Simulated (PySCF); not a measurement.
Structure with atom numbers: `[N:1]#[C:2][c:3]1[cH:4][cH:5][cH:6][cH:7][c:8]1[F:9]`. Each H is labelled by its parent atom.

Theoretical values (PySCF 2.14.0 with density-fitted response routines): σ from GIAO-PBE0/pcSseg-1, geometry: GFN2-xTB. No solvent model, no relativistic terms, one conformer.

References, each an isolated molecule treated in the same way: ¹³C (σ = 186.93 ppm) against TMS.

Do the ¹³C shifts follow the atomic charges (in e)? Tabulate both.

Answers


```csv
atoms,hybridisation,δ (ppm),σ para (ppm),Hirshfeld,IAO,Mulliken,ESP-fitted
C8,sp2,175.0,-233,+0.11,+0.32,+0.46,+0.40
C4,sp2,142.0,-204,-0.02,-0.12,+0.05,-0.10
C6,sp2,139.8,-207,-0.03,-0.12,-0.04,-0.04
C5,sp2,129.6,-196,-0.04,-0.16,-0.07,-0.21
C7,sp2,122.8,-193,-0.06,-0.19,-0.14,-0.32
C2,sp,119.5,-189,+0.07,+0.14,+0.18,+0.41
C3,sp2,106.7,-181,-0.01,-0.09,-0.38,-0.18
```

Correlation coefficients of δ with charge over these carbons: Hirshfeld +0.50, IAO +0.58, Mulliken +0.82, ESP-fitted +0.49; with the paramagnetic shielding -0.99. Among the 6 sp2 carbons alone: Hirshfeld +0.77, IAO +0.80, Mulliken +0.99, ESP-fitted +0.89. With so few points, grouped by hybridisation, these coefficients are fragile. Charge is one influence among several: hybridisation and low-lying excitations act through the paramagnetic term.

Shifts are as computed. Against solution values, carbons near 30 ppm lie about +3 ppm off and those near 130 ppm about +5 ppm. Of 1211 compounds with measured shifts, 218 miss one by over three times the rms of a fit or turn the order of signals round; such compounds aren't used in these exercises.
